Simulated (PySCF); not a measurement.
H₈N₂OSi₂, SMILES [SiH2](N)O[SiH2]N. Atoms are numbered in the order given.

```xyz
13

Si    -1.5131     0.3181    -0.3842
N     -1.8582    -0.4705     1.1119
O      0.0000     0.0000    -1.0099
Si     1.5131    -0.3181    -0.3842
N      1.8582     0.4705     1.1119
H     -1.6287     1.7798    -0.1300
H     -2.4921    -0.1509    -1.3966
H     -2.0328    -1.4687     1.1664
H     -1.5221    -0.1016     1.9950
H      1.6287    -1.7798    -0.1300
H      2.4921     0.1509    -1.3966
H      1.5221     0.1016     1.9950
H      2.0328     1.4687     1.1664
```

Geometry: B3LYP-D3(BJ)/def2-SVP. The values are those of a single conformer.

Method: PBE/pcSseg-1 (PySCF).

GIAO shieldings, no solvent; atoms listed in one row are averaged. δ = σ(ref) − σ: ²⁹Si against TMS (σ = 335.4 ppm); ¹⁵N against NH3 (σ = 267.0 ppm); ¹⁷O against H2O (σ = 334.3 ppm); ¹H against TMS (σ = 31.49 ppm), references at their B3LYP-D3(BJ)/def2-TZVP geometries, non-relativistic.

Computed chemical shifts:
```json
[
 {"nucleus": "²⁹Si", "atoms": "Si1, Si4", "count": "2", "δ (ppm)": "-40.3"},
 {"nucleus": "¹⁵N", "atoms": "N2, N5", "count": "2", "δ (ppm)": "46.4"},
 {"nucleus": "¹⁷O", "atoms": "O3", "count": "1", "δ (ppm)": "135.5"},
 {"nucleus": "¹H", "atoms": "H6, H10", "count": "2", "δ (ppm)": "5.35"},
 {"nucleus": "¹H", "atoms": "H7, H11", "count": "2", "δ (ppm)": "5.21"},
 {"nucleus": "¹H", "atoms": "H8, H13", "count": "2", "δ (ppm)": "1.59"},
 {"nucleus": "¹H", "atoms": "H9, H12", "count": "2", "δ (ppm)": "1.21"}
]
```
